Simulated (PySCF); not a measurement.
C4H8Si2.
Geometry (PBE0-D3(BJ)/def2-SVP, Å), atoms numbered from 1 in this order:
```
atom  x, y, z in Å
Si1    2.318   -0.124    0.160
C2     0.464   -0.060    0.047
C3    -0.363   -0.977    0.614
C4    -1.822   -0.806    0.446
C5    -2.231    0.265   -0.268
Si6   -0.679    1.171   -0.799
H7     2.856    1.109    0.817
H8     2.934   -0.206   -1.202
H9     2.736   -1.320    0.955
H10    0.006   -1.837    1.188
H11   -2.507   -1.533    0.895
H12   -3.286    0.481   -0.449
H13   -0.491    1.235   -2.281
H14   -0.569    2.558   -0.251
```

Method used: PBE0-D3(BJ)/def2-SVP geometry optimisation, gas phase (PySCF).

Masses are those of the commonest isotopes; rigid-rotor values at the optimised geometry. 

(1) Give the principal moments of inertia and the rotational constants in MHz.

(2) What kind of rotor is it?

(3) What does the inertial defect say?

(4) Give the other two planar moments, Paa and Pbb, and the rms extents of the mass along the axes.

(5) Predict some low-J microwave lines.

## Answers

(1) Ia = 107.95, Ib = 318.65, Ic = 414.83 u·Å²; 505379 MHz·u·Å²/I gives A = 4681, B = 1586, C = 1218 MHz.

(2) An asymmetric top. Ray's parameter κ = (2B − A − C)/(A − C) = -0.788; −1 is the prolate and +1 the oblate limit.

(3) Not planar: Δ = Ic − Ia − Ib = -11.77 u·Å². For a rigid frame Δ = −2 Σ m c², so Σ m c² = 5.89 u·Å² lies off the ab plane, practically all of it from hydrogen. The atom farthest from that plane is 1.21 Å away.

(4) Paa = Σ m a² = (Ib + Ic − Ia)/2 = 312.76 and Pbb = Σ m b² = (Ia + Ic − Ib)/2 = 102.07 u·Å². With the mass M = 112.02 u, the rms extents √(P/M) along a, b and c are 1.67, 0.95, 0.23 Å.

(5) The dipole components are |μa| = 1.05 D, |μb| = 0.63 D, |μc| = 0.00 D; the mirror of this Cs structure is the ab plane, so μc vanishes by symmetry and there are no c-type lines. Intensities carry the squares of the components, which stand as 1.00 : 0.36 (a : b). Some lines, for components of 0.1 D or more:

```json
{"type": "a", "branch": "Q", "J(Ka,Kc)": "1(1,0) ← 1(1,1)", "MHz": "368", "lower level (cm⁻¹)": "0.197"}
{"type": "a", "branch": "Q", "J(Ka,Kc)": "2(1,1) ← 2(1,2)", "MHz": "1103", "lower level (cm⁻¹)": "0.372"}
{"type": "b", "branch": "R", "J(Ka,Kc)": "2(0,2) ← 1(1,1)", "MHz": "2482", "lower level (cm⁻¹)": "0.197"}
{"type": "a", "branch": "R", "J(Ka,Kc)": "1(0,1) ← 0(0,0)", "MHz": "2804", "lower level (cm⁻¹)": "0.000"}
{"type": "b", "branch": "Q", "J(Ka,Kc)": "1(1,0) ← 1(0,1)", "MHz": "3463", "lower level (cm⁻¹)": "0.094"}
{"type": "b", "branch": "Q", "J(Ka,Kc)": "2(1,1) ← 2(0,2)", "MHz": "3862", "lower level (cm⁻¹)": "0.280"}
{"type": "a", "branch": "R", "J(Ka,Kc)": "2(1,2) ← 1(1,1)", "MHz": "5241", "lower level (cm⁻¹)": "0.197"}
{"type": "a", "branch": "R", "J(Ka,Kc)": "2(0,2) ← 1(0,1)", "MHz": "5578", "lower level (cm⁻¹)": "0.094"}
{"type": "b", "branch": "R", "J(Ka,Kc)": "1(1,1) ← 0(0,0)", "MHz": "5900", "lower level (cm⁻¹)": "0.000"}
{"type": "a", "branch": "R", "J(Ka,Kc)": "2(1,1) ← 1(1,0)", "MHz": "5976", "lower level (cm⁻¹)": "0.209"}
{"type": "b", "branch": "R", "J(Ka,Kc)": "2(1,2) ← 1(0,1)", "MHz": "8336", "lower level (cm⁻¹)": "0.094"}
{"type": "b", "branch": "Q", "J(Ka,Kc)": "2(2,0) ← 2(1,1)", "MHz": "9317", "lower level (cm⁻¹)": "0.408"}
{"type": "b", "branch": "Q", "J(Ka,Kc)": "2(2,1) ← 2(1,2)", "MHz": "10389", "lower level (cm⁻¹)": "0.372"}
{"type": "b", "branch": "R", "J(Ka,Kc)": "2(2,1) ← 1(1,0)", "MHz": "15263", "lower level (cm⁻¹)": "0.209"}
{"type": "b", "branch": "R", "J(Ka,Kc)": "2(2,0) ← 1(1,1)", "MHz": "15661", "lower level (cm⁻¹)": "0.197"}
```

Not checked by PBE0-D3(BJ)/def2-SVP frequencies. No vibrational averaging or centrifugal distortion is included, and the geometry carries the error of its method. A rigid rotor knows nothing of internal rotation, which can split or shift real lines.
